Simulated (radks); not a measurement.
N I, 7 electrons, occupied as [He] 2s1 2p3 3d1 (not the ground configuration).

Method: non-relativistic Kohn-Sham, XLYP, spin-polarised, spherical densities, point nucleus; open shells are filled with parallel spins first; computed with a radial shooting solver on a logarithmic mesh with Libxc functionals.

Energy parts (hartree):
total: -53.91125
kinetic: 53.83780
electron-nucleus: -124.41913
Hartree: 23.26616
exchange-correlation: -6.59607

Orbitals (lengths in bohr, moments of r in powers of bohr; r(max) is where P^2 peaks; r(90%) holds 90 % of the orbital's charge):
orbital  occ.  eigenvalue (hartree)  r(90%)    <r^2>    <r^4>  r(max)
1s up       1             -14.64507   0.413  0.07163  0.01354  0.1482
1s down     1             -14.55326   0.411  0.07106  0.01325  0.1481
2s up       1              -1.14068    1.94    1.801    6.018  0.9799
2p up       3              -0.70731    2.09    1.952    8.439  0.9034
3d up       1              -0.02391    15.0    113.1    21310   8.387

The highest occupied level is 3d up at -0.651 eV. Summed over all electrons, <r^2> = 120.9 bohr^2, which gives a Langevin (diamagnetic) susceptibility term of -95.7 x 10^-6 cm^3/mol. Spin moment in Bohr magnetons: 5. The electron density at the nucleus is 203.8 e/bohr^3.
